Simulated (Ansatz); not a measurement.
`C[Si](O)(F)Cl` + NH₃ → `C[Si](N)(O)F` + HCl at 700 K and 1 bar (ligand exchange at the Si–Cl bond).

Gas-phase electronic energies from Ansatz, PBE0-D4/def2-TZVP geometries. CBS: MP2 limit from def2 TZ/QZ plus the TZ coupled-cluster correction, frozen cores. This one scheme is used for every species. One conformer a species, not always the lowest.

```json
{"species": "`C[Si](O)(F)Cl`", "CCSD(T)/CBS energy (Eh)": "-964.48585", "H − E (kJ/mol)": "222.3", "S (J/(mol·K))": "456.3"}
{"species": "NH₃", "CCSD(T)/CBS energy (Eh)": "-56.50880", "H − E (kJ/mol)": "116.9", "S (J/(mol·K))": "226.5"}
{"species": "`C[Si](N)(O)F`", "CCSD(T)/CBS energy (Eh)": "-560.59755", "H − E (kJ/mol)": "296.4", "S (J/(mol·K))": "476.0"}
{"species": "HCl", "CCSD(T)/CBS energy (Eh)": "-460.38127", "H − E (kJ/mol)": "38.4", "S (J/(mol·K))": "211.8"}
```

H − E and S are ideal-gas, rigid-rotor, harmonic terms from PBE0-D4/def2-TZVP, for one conformer and one mirror image of each species. 1 Eh = 2625.50 kJ/mol, R = 8.31446 J/(mol·K).

Q: By hand: ΔE, ΔH, ΔS and ΔG.

A: ΔE = (-560.59755) + (-460.38127) − (-964.48585) − (-56.50880) = 0.01583 Eh = 41.6 kJ/mol. Δ(H − E) = 296.4 + 38.4 − 222.3 − 116.9 = -4.4, so ΔH = 37.2 kJ/mol. ΔS = 476.0 + 211.8 − 456.3 − 226.5 = 5.0 J/(mol·K). ΔG = 37.2 − 700 × (5.0)/1000 = 33.7 kJ/mol.

Q: By hand: the equilibrium constant, and the temperature at which ΔG would vanish if ΔH and ΔS stayed fixed.

A: log₁₀ K = −ΔG/(RT ln 10) = -2.5. ΔG = 0 at ΔH/ΔS = 7440 K, far beyond where these terms or the molecules hold.

The number of gas molecules stays the same, so ΔS is small and ΔH decides. A doubt of 5 kJ/mol in ΔE shifts log₁₀ K by 0.4 here. Other conformers and mirror images would add mixing entropy, several J/(mol·K) or more a flexible species. These are equilibria of isolated gas molecules and say nothing of rates. Largest T1 diagnostic: 0.010 (customary marks: 0.02 for closed shells, 0.045 for open ones).
